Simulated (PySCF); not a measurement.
These 2 structures share the formula C10H7F3. Method: PBE0-D3(BJ)/def2-SVP geometry optimisation, gas phase (PySCF 2.14.0). Energies are electronic, without zero-point or thermal terms, for one conformer each. No frequencies were run at this level. Point groups hold within 0.08 Å.

**Question.** Order them by energy at this level, lowest first, and give relative energies in kcal/mol.
A. `FC(F)(F)C1=Cc2ccccc2C1`
B. `CC#Cc1ccc(C(F)(F)F)cc1`

**Answer.** A (0.0), B (36.9).

As drawn, the lower has a C=C bond outside aromatic rings, which the higher lacks; the higher has a C≡C bond, which the lower lacks.

```json
{"SMILES": "FC(F)(F)C1=Cc2ccccc2C1", "E (Eh)": "-683.60287", "E rel (kcal/mol)": "0.0", "dipole (D)": "2.42", "point group": "Cs", "A, B, C (MHz)": "2274, 431.2, 387.7"}
{"SMILES": "CC#Cc1ccc(C(F)(F)F)cc1", "E (Eh)": "-683.54411", "E rel (kcal/mol)": "36.9", "dipole (D)": "3.53", "point group": "C1", "A, B, C (MHz)": "2806, 312.0, 295.7"}
```
